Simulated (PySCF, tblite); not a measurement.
C₂HN (triplet state).
Bonds: C1–C2, C2–N3 (triple). Hydrogens: H4 on C1.

Computed geometry: GFN2-xTB, gas phase. This method treats the open shell by occupation alone, without spin polarisation.

What internal coordinates does the optimisation give?

```tsv
bond	length (Å)
C1–C2	1.271
C2≡N3	1.198
C1–H4	1.050
```

A selection of angles:
```tsv
angle	degrees
C2–C1–H4	179.7
C1–C2–N3	180.0
```

Point group: C∞v (every atom within 0.08 Å of its image). Its GFN2-xTB frequencies are all real (lowest 312 cm⁻¹). This triplet need not be the ground state; the singlet was not compared here.


Si(GeH3)4.
Bonds: Si1–Ge2, Si1–Ge6, Si1–Ge10, Si1–Ge14. Hydrogens: H3, H4, H5 on Ge2; H7, H8, H9 on Ge6; H11, H12, H13 on Ge10; H15, H16, H17 on Ge14.

Computed with PySCF 2.14.0, PBE0-D3(BJ)/def2-SVP geometry optimisation, gas phase.

Question: List the bond lengths and angles at this level.

Answer: 
```csv
bond,length (Å)
Si1–Ge2 and 3 like bonds,2.385
Ge2–H3 and 11 like bonds,1.541
```

Bonds in one row agree within 0.01 Å and their mean is given. A selection of angles:
```csv
angle,degrees
Ge2–Si1–Ge6,109.7
Si1–Ge2–H3,110.2
H3–Ge2–H4,108.6
Si1–Ge6–H7,110.6
```

Si1 (silicon bonded to 4 Ge) is tetrahedral (angles from 108.8° to 110.2°). All 4 Ge–Si bonds measure 2.385 to 2.386 Å. Ge2 (germanium bonded to Si and 3 H) is tetrahedral (angles from 108.6° to 110.3°).

No frequency check.
